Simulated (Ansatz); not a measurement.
Relaxation of a periodic cell of 17 atoms, Si₁₆Ge (host Si, host structure diamond, interstitial Ge), to a largest force component of 0.03 eV/Å in at most 60 steps.

Level of theory: DFT PBEsol, scalar-relativistic, plane waves, PAW in Ansatz. Settings: PAW set soft_1, cutoff 420 eV, k mesh 2x2x2, gaussian smearing 0.05 eV, no spin polarisation.

```xyz
17
Lattice="0.0000 5.4300 5.4300 5.4300 0.0000 5.4300 5.4300 5.4300 0.0000" Properties=species:S:1:pos:R:3
Si 0.000 0.000 0.000
Si 1.357 1.357 1.357
Si 2.715 2.715 0.000
Si 4.072 4.072 1.357
Si 2.715 0.000 2.715
Si 4.072 1.357 4.072
Si 5.430 2.715 2.715
Si 6.787 4.072 4.072
Si 0.000 2.715 2.715
Si 1.357 4.072 4.072
Si 2.715 5.430 2.715
Si 4.072 6.787 4.072
Si 2.715 2.715 5.430
Si 4.072 4.072 6.787
Si 5.430 5.430 5.430
Si 6.787 6.787 6.787
Ge 9.518 9.506 9.556
```

Where does it end, and by what steps?

It converged. Limits of this set-up: PAW files made for another functional. After 3 steps the energy has fallen by 0.328 eV; Si1 moved furthest, 0.08 Å.

```tsv
step	energy less start (eV)	largest force component (eV/Å)	accepted
0	0.0000	1.071	yes
1	-0.2891	0.376	yes
2	-0.3269	0.066	yes
3	-0.3277	0.021	yes
```

```xyz
17
Lattice="0.0000 5.4300 5.4300 5.4300 0.0000 5.4300 5.4300 5.4300 0.0000" Properties=species:S:1:pos:R:3
Si 0.044 0.044 0.044
Si 1.360 1.358 1.365
Si 2.673 2.673 0.042
Si 4.073 4.073 1.408
Si 2.676 0.039 2.678
Si 4.074 1.406 4.075
Si 5.440 2.706 2.708
Si 6.740 4.072 4.075
Si 0.040 2.675 2.677
Si 1.407 4.073 4.075
Si 2.707 5.439 2.708
Si 4.073 6.739 4.075
Si 2.707 2.707 5.441
Si 4.073 4.073 6.743
Si 5.439 5.438 5.441
Si 6.788 6.788 6.789
Ge 9.505 9.503 9.512
```

Time of the run: 19 s on 1 thread of Intel(R) Xeon(R) 6975P-C (Granite Rapids) (shared host), peak memory 0.61 GiB.
